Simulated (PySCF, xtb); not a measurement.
C₃H₃N₂, SMILES [c]1ccn[nH]1, multiplicity 2.

Harmonic wavenumbers (cm⁻¹) from GFN2-xTB in xtb at its own minimum, in rising order: 483, 592, 639, 802, 812, 827, 848, 1037, 1066, 1158, 1192, 1323, 1334, 1380, 1507, 3167, 3208, 3468.

### Question
What does B3LYP-D3(BJ)/def2-SVP (PySCF) give at its own minimum? (An estimate is asked for; the answer gives what the named calculation found.)

### Answer
492, 591, 683, 777, 890, 896, 916, 1033, 1083, 1175, 1263, 1335, 1394, 1451, 1545, 3230, 3278, 3661. Paired by order, the mean absolute difference is 51 cm⁻¹ and the zero-point energies are 35.5 and 36.7 kcal/mol.
